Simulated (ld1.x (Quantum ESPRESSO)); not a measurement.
**Reading a pseudo-wave (P (Z = 15))**

Columns: radius, all-electron u(r) and pseudo u(r) of the 3s shell (level -13.94 eV) of phosphorus in the configuration [Ne] 3s2 3p3; revPBE, scalar-relativistic, TM scheme, ld1.x (Quantum ESPRESSO) 7.5.

```csv
r (bohr),all-electron,pseudo
0.075,0.1756,0.0252
0.150,-0.0381,0.0509
0.225,-0.2443,0.0775
0.300,-0.3536,0.1057
0.375,-0.3682,0.1358
0.450,-0.3132,0.1686
0.525,-0.2146,0.2046
0.600,-0.0931,0.2446
0.675,0.0363,0.2891
0.750,0.1637,0.3385
0.825,0.2828,0.3929
0.900,0.3901,0.4518
0.975,0.4838,0.5133
1.050,0.5637,0.5750
1.125,0.6303,0.6334
1.200,0.6841,0.6846
1.275,0.7260,0.7261
1.350,0.7567,0.7567
1.425,0.7774,0.7774
1.500,0.7892,0.7892
1.575,0.7931,0.7931
1.650,0.7903,0.7903
1.725,0.7819,0.7819
1.800,0.7688,0.7688
1.875,0.7518,0.7518
1.950,0.7317,0.7317
```

Task: How many radial nodes do the two functions have?

Result: The all-electron 3s function has n − l − 1 = 2; the pseudo-wave has 0, since the states of the same l below it are removed with the core.

Task: At about which radius was the pseudo-wave matched?

Result: 1.35 bohr. The columns agree to 0.0005 from 1.20 bohr on; several derivatives are matched, so the curves merge somewhat inside the radius.

Task: Is the pseudo-wave norm-conserving?

Result: Yes: the TM scheme keeps the norm inside the radius equal to the all-electron one, which fixes the energy derivative of the logarithmic derivative at the level.
